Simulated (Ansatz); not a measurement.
`OB(F)F` + `O[SiH3]` → `OB(F)O[SiH3]` + H–F at 500 K and 1 bar (ligand exchange at a B–F bond).

Program: Ansatz. Geometries: PBE0-D4/def2-TZVP. ΔE: electronic, gas phase. CCSD(T)/CBS adds triple-zeta CCSD(T) − MP2 to the extrapolated MP2 energy (def2 sets, frozen cores). This one scheme is used for every species. Each species was taken in one conformer, which may not be the lowest.

```
       species  CCSD(T)/CBS energy (Eh)  H − E (kJ/mol)  S (J/(mol·K))
      `OB(F)F`               -300.33752            91.0          306.4
     `O[SiH3]`               -366.69042           127.5          292.9
`OB(F)O[SiH3]`               -566.62981           180.5          398.1
           H–F               -100.39570            39.4          188.7
```

H − E and S are ideal-gas, rigid-rotor, harmonic terms from PBE0-D4/def2-TZVP, for one conformer and one mirror image of each species. 1 Eh = 2625.50 kJ/mol, R = 8.31446 J/(mol·K).

By hand: ΔE, ΔH, ΔS and ΔG.

ΔE = (-566.62981) + (-100.39570) − (-300.33752) − (-366.69042) = 0.00243 Eh = 6.4 kJ/mol. Δ(H − E) = 180.5 + 39.4 − 91.0 − 127.5 = 1.4, so ΔH = 7.8 kJ/mol. ΔS = 398.1 + 188.7 − 306.4 − 292.9 = -12.5 J/(mol·K). ΔG = 7.8 − 500 × (-12.5)/1000 = 14.1 kJ/mol.

By hand: the equilibrium constant, and the temperature at which ΔG would vanish if ΔH and ΔS stayed fixed.

log₁₀ K = −ΔG/(RT ln 10) = -1.5. ΔH and −TΔS have one sign here, so there is no such temperature.

TΔS isn't small against ΔH here. A doubt of 5 kJ/mol in ΔE shifts log₁₀ K by 0.5 here. Other conformers and mirror images would add mixing entropy, several J/(mol·K) or more a flexible species. These are equilibria of isolated gas molecules and say nothing of rates. Largest T1 diagnostic: 0.012 (customary marks: 0.02 for closed shells, 0.045 for open ones).

ΔS is within the doubt of such terms, so its sign, and with it that verdict, could turn.
